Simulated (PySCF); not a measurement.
# W²⁺: ionisation energy

W²⁺ [Xe] 4f14 5d4 (5D) → W³⁺ [Xe] 4f14 5d3 (4F), as a difference of total energies. Calculation: PySCF 2.14, in aug-cc-pwCVTZ-PP with ECP60MDF (8s8p7d4f3g, 122 functions); scalar relativity through the core potential. Correlated levels: valence: 5s2 5p6 frozen. The calculations carry no spin-orbit coupling.

```
           method  ionisation energy (eV)
              UHF                  24.749
    MP2 (valence)                  25.256
SCS-MP2 (valence)                  24.918
   CCSD (valence)                  25.313
CCSD(T) (valence)                  25.323
```

Question: How much does correlation contribute at CCSD(T) (valence)?

Answer: 25.323 − (24.749) = 0.574 eV, measured against UHF.

The reference lies between the lowest fine-structure levels, while these numbers refer to the centres of the terms.

Errors of the correlated levels include the incompleteness of this basis and the frozen core.

For comparison: 26 ± 0.4 eV (semi-empirical (NIST evaluation); NIST Atomic Spectra Database, ionization energies).
